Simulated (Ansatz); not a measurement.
Isolated molecules relaxed with PBE0-D4/def2-TZVP in Ansatz; ΔE leaves out vibrations. CCSD(T)/CBS is the MP2 limit (def2-TZVPP, def2-QZVPP) plus CCSD(T) − MP2 in def2-TZVPP, frozen cores. This one scheme is used for every species. Functionals use def2-TZVPP. B3LYP here is the variant with VWN-RPA as its local correlation; programs differ in this. For Ga outer-core shells are correlated without core-valence functions, which leaves a few kJ/mol of doubt a bond. Scalar relativity is left out up to krypton. Each species was taken in one conformer, which may not be the lowest.

`C[O][Ga]([SH])[O][SiH3]` + H₂S → `C[O][Ga]([SH])[SH]` + silanol  (ligand exchange at a Ga–O bond)

`C[O][Ga]([SH])[O][SiH3]`:

Z-matrix (Å, degrees):
```
C
O 1 1.409
H 1 1.096 2 111.4
H 1 1.097 2 113.1 3 121.9
H 1 1.094 2 108.4 3 -118.8
Ga 2 1.773 1 123.3 3 -84.6
O 6 1.771 2 120.6 1 -1.9
S 6 2.172 2 120.1 1 178.8
Si 7 1.630 6 143.1 2 6.4
H 8 1.345 6 91.7 2 -0.4
H 9 1.490 7 111.1 6 50.5
H 9 1.490 7 110.9 6 -69.6
H 9 1.485 7 108.9 6 170.5
```

H₂S:

Cartesian coordinates in Å:
```
S -0.049 0.454 0.419
H -0.581 0.248 -0.795
H 0.630 -0.702 0.376
```

`C[O][Ga]([SH])[SH]`:

Z-matrix (Å, degrees):
```
C
O 1 1.406
H 1 1.095 2 109.9
H 1 1.095 2 109.6 3 -118.9
H 1 1.098 2 113.4 3 120.7
Ga 2 1.775 1 123.2 3 -117.8
S 6 2.186 2 116.6 1 179.8
S 6 2.195 2 118.8 1 -0.3
H 7 1.345 6 91.7 2 -0.0
H 8 1.344 6 92.8 2 -179.6
```

`O[SiH3]`:

Cartesian coordinates in Å:
```
O -0.947 -0.011 0.864
Si 0.307 -0.154 -0.195
H -1.439 0.810 0.866
H -0.147 -0.020 -1.607
H 0.873 -1.504 0.025
H 1.353 0.879 0.047
```

| level | ΔE (kcal/mol) | difference from CCSD(T)/CBS |
| --- | --- | --- |
| PBE-D4 | -7.0 | -2.4 |
| B3LYP-D4 | -4.3 | 0.3 |
| ωB97X-V | -4.0 | 0.6 |
| ωB97M-V | -4.8 | -0.2 |
| PBE | -7.6 | -3.0 |
| r2SCAN | -5.8 | -1.2 |
| PBE0 | -7.1 | -2.5 |
| B3LYP | -5.1 | -0.5 |
| HF/def2-TZVPP | -2.3 | 2.3 |
| SCS-MP2/def2-TZVPP | -3.0 | 1.6 |
| CCSD(T)/def2-TZVPP | -3.3 | 1.3 |
| HF/def2-QZVPP | -1.8 | 2.8 |
| MP2/def2-QZVPP | -4.8 | -0.2 |
| SCS-MP2/def2-QZVPP | -3.5 | 1.1 |
| MP2/CBS(def2) | -5.5 | -0.9 |
| CCSD/CBS(def2) | -4.2 | 0.4 |
| CCSD(T)/CBS | -4.6 | 0 |

Largest T1 diagnostic among the species: 0.014.

The D4 term adds +0.9 kcal/mol with B3LYP and +0.6 kcal/mol with PBE0; it sums over pairs of atoms, weighted by their polarisabilities, and B3LYP, whose exchange is more repulsive, gets the larger term. In def2-TZVPP, CCSD(T) changes the Hartree–Fock value by −1.0 kcal/mol (the triples alone add −0.4 kcal/mol) and MP2 by −1.9 kcal/mol.
